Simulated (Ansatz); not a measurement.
Input for Ansatz (an electronic-structure program): R-CCSD(T)/def2-TZVPPD on GaH6P (a complex), monomers drawn apart or pushed together. Files ending in .json are basis or fitting sets from the Basis Set Exchange. The run froze 19 orbitals, filled d shells among them.

Ansatz 0.2 input:
```yaml
crystal:
  periodic: [false, false, false]
  atoms:
    - {symbol: Ga, position_ang: [-0.46139918, 0.48939567, 0.71029416]}
    - {symbol: H, position_ang: [-1.53944779, 1.49701782, 1.26561849]}
    - {symbol: H, position_ang: [-0.95067189, -0.79867936, -0.05584908]}
    - {symbol: H, position_ang: [1.00394424, 1.01247660, 0.45527909]}
    - {symbol: P, position_ang: [0.10733995, -0.84411156, 3.28655330]}
    - {symbol: H, position_ang: [1.05984316, -1.88116984, 3.33021083]}
    - {symbol: H, position_ang: [0.59700855, -0.07781410, 4.36244751]}
    - {symbol: H, position_ang: [-0.93557009, -1.50169640, 3.96808552]}
basis:
  gaussian:
    orbitals: def2-TZVPPD.json
magnetization: {spin_polarized: false}
correlation: {method: ccsd_t, electrons: outside_noble_gas}
scf: {lower_state_search: off}
```

Q: What total energy does the run end on?

A: -2267.7870 hartree (reference determinant -2267.4603, T1 diagnostic 0.011).

Q: How many basis functions does it have, and what does it roughly cost on one machine?

A: 204 functions; very roughly 30 core-seconds.
